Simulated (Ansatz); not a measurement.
Cost against result

Saddle point of MgN$_{2}$H$_{7}$Cl, closed shell (MgNH₄Cl ([NH3][MgH][Cl]) + NH₃ → MgN₂H₅Cl ([NH2][Mg]([NH3])[Cl]) + H₂; bonds formed: Mg1–N7, H2–H6, H4–N7; dative contacts that become bonds: Mg1–N5; bonds broken: Mg1–H2, H4–N5, H6–N7), PBE0-D4/def2-TZVP structure:

```xyz
11
angstrom
Mg -0.6642 -1.5321 -0.1300
H -0.2011 -0.5249 -1.6352
Cl -1.6437 -3.4895 -0.4723
H 0.4137 0.9858 0.3408
N -0.0974 -0.3444 1.3598
H 0.1544 0.3567 -1.2770
N 0.5857 1.4230 -0.6197
H -0.8143 -0.0972 2.0349
H 0.6750 -0.6732 1.9311
H 0.0285 2.2564 -0.7630
H 1.5634 1.6395 -0.7695
```

Barriers are electronic and count from the start structure reached by relaxing down the imaginary mode.

Program: Ansatz 0.2.0. Basis: as named in each row. Cores are frozen in the correlated methods. The outer core shell of Li, Na, Mg and K is correlated. The def2 sets are not built for correlating such inner shells, so the correlated values are less sure here. B3LYP uses VWN-RPA correlation. Extrapolation: Hartree–Fock as exp(−7.88 √X), correlation as X^−2.97.

Times are rough, for one single point on 4 threads of a shared host (Intel Xeon Platinum 8488C).

The estimate by CCSD(T) at an estimated basis limit (MP2 extrapolated from triple and quadruple zeta, plus CCSD(T) − MP2 in triple zeta) is 115.0 kJ/mol.

```
      method       basis  time (s)  barrier (kJ/mol)  method less estimate
          HF      STO-3G   under 1             135.4                  20.4
      PBE-D4      STO-3G   under 1              14.6                -100.4
       SPW92    def2-SVP   under 1              66.7                 -48.2
    B3LYP-D4       6-31G   under 1              94.6                 -20.4
      PBE-D4    def2-SVP         1              86.6                 -28.4
       SPW92  def2-TZVPP         1              69.2                 -45.8
     PBE0-D4    def2-SVP         1             104.1                 -10.9
      PBE-D4  def2-TZVPP         2              88.7                 -26.2
     BLYP-D4  def2-TZVPP         2              95.2                 -19.8
    B3LYP-D4  def2-TZVPP         2             107.5                  -7.5
    BHLYP-D4  def2-TZVPP         3             127.0                  12.0
   r2SCAN-D4  def2-TZVPP         3              95.2                 -19.8
     PBE0-D4  def2-TZVPP         3             104.6                 -10.4
CAM-B3LYP-D4  def2-TZVPP         3             113.4                  -1.6
  r2SCAN0-D4  def2-TZVPP         4             107.9                  -7.1
      B2PLYP  def2-TZVPP         4             112.2                  -2.8
     wB97M-V    def2-SVP         5             116.7                   1.7
    PBE-QIDH  def2-TZVPP         5             114.1                  -0.9
  RPA on PBE  def2-TZVPP         6             120.1                   5.1
     CCSD(T)    def2-SVP         6             129.8                  14.8
      B97M-V  def2-TZVPP         6             122.4                   7.4
     wB97X-V  def2-TZVPP         7             119.1                   4.1
     wB97M-V  def2-TZVPP         8             119.1                   4.1
         MP2  def2-QZVPP        23             107.8                  -7.2
     CCSD(T)  def2-TZVPP       110             120.1                   5.1
```

All methods are single points on the PBE0-D4 structures.

T1 diagnostic: at most 0.009.

Labels in which every atom is bracketed show which atoms are joined, not bond orders.
